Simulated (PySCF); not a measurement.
Run record: excited-state job, `C=C1[C@@H](Br)[C@@H]1CC`.

Method: TDDFT B3LYP/def2-SVPD, vertical, gas phase, core orbitals frozen in the response (PySCF 2.14.0, density-fitted response routines). Geometry: GFN2-xTB. The input is one job of a driver script: a line of settings, then coordinates in Å.

Input:
```
{"job": {"kind": "uv", "xc": "B3LYP", "basis": "def2-SVPD", "nstates": 8, "ntriplets": 3}, "charge": 0, "multiplicity": 1}
C     -2.387836    -1.079019     0.805438
C     -1.371725    -0.657020     0.098125
C     -0.490083    -0.875501    -1.047126
Br    -1.184126    -0.671557    -2.847641
C     -0.334988     0.348524    -0.167173
C      0.891365     0.477129     0.711447
C      2.062196     1.073636    -0.062967
H     -2.916381    -1.983824     0.551517
H     -2.736496    -0.535920     1.668857
H      0.257602    -1.656712    -1.024687
H     -0.669806     1.291637    -0.589104
H      1.162246    -0.508119     1.098661
H      0.649433     1.115495     1.564755
H      2.313359     0.448636    -0.917264
H      1.808851     2.066122    -0.429085
H      2.938789     1.155436     0.574837
```

Problem. Estimate the output.

Solution. 
```
coarse grid: 60664 points
cycle   1  E = -2807.6657804521  dE = -2.681e-01  |g| = 4.060e-01  |ddm| = 7.352e+00
cycle   2  E = -2807.6547990791  dE =  1.098e-02  |g| = 4.541e-01  |ddm| = 1.681e+00
cycle   3  E = -2807.7092540613  dE = -5.445e-02  |g| = 6.051e-02  |ddm| = 8.495e-01
cycle   4  E = -2807.7098981363  dE = -6.441e-04  |g| = 3.546e-02  |ddm| = 2.068e-01
cycle   5  E = -2807.7102027429  dE = -3.046e-04  |g| = 1.020e-02  |ddm| = 7.777e-02
cycle   6  E = -2807.7102296136  dE = -2.687e-05  |g| = 3.840e-03  |ddm| = 2.481e-02
cycle   7  E = -2807.7102327527  dE = -3.139e-06  |g| = 6.002e-04  |ddm| = 6.893e-03
final grid: 128672 points
cycle   8  E = -2807.7102257493  dE = -3.192e-08  |g| = 8.879e-04  |ddm| = 1.770e-02
cycle   9  E = -2807.7102254860  dE =  2.633e-07  |g| = 1.364e-03  |ddm| = 3.735e-03
cycle  10  E = -2807.7102259434  dE = -4.574e-07  |g| = 1.044e-04  |ddm| = 2.336e-03
cycle  11  E = -2807.7102259459  dE = -2.542e-09  |g| = 2.503e-05  |ddm| = 1.817e-04
cycle  12  E = -2807.7102259461  dE = -1.482e-10  |g| = 7.649e-06  |ddm| = 6.200e-05
converged SCF energy = -2807.7102259461

Static polarisability (au): isotropic 96.238, principal 73.226 104.058 111.429

Singlet excitations
state   eV       nm        f      main configurations
  1   4.9587    250.0   0.01277   H->L 0.92
  2   5.2409    236.6   0.00617   H-1->L 0.97
  3   6.1272    202.4   0.19051   H-2->L 0.81
  4   6.2285    199.1   0.02221   H-3->L 0.91
  5   6.5674    188.8   0.01904   H->L+1 0.76, H->L+2 0.08
  6   6.9210    179.1   0.01358   H-1->L+1 0.63, H->L+2 0.15
  7   6.9548    178.3   0.01906   H->L+2 0.58, H-1->L+1 0.23
  8   7.0824    175.1   0.00761   H-4->L 0.78, H->L+2 0.12

Triplet excitations (Tamm-Dancoff, eV): 4.1233 4.5968 4.8392
```

The SCF starts on a coarse grid where the log names one; the energy can jump when the final grid takes over, and dE then counts from the start density on the new grid. H and L stand for HOMO and LUMO; the number after each pair is its weight.

Problem. Give S1 in cm⁻¹ and kJ/mol.

Solution. 4.9587 eV × 8065.54 = 39995 cm⁻¹; × 96.485 = 478.4 kJ/mol.

Summary of the converged run: HOMO -7.23 eV, LUMO -1.23 eV; lowest singlet 4.96 eV; lowest triplet 4.12 eV (Tamm–Dancoff); mean polarisability 96.2 au.

 Relativistic effects, spin–orbit coupling among them, are left out although an element past zinc is present.

Hardware: Arm Neoverse V1, one thread (shared host). Cost: 49 s.

One conformer stands for the species.
Labels such as C1 count atoms from 1, the log's own numbers from 0.
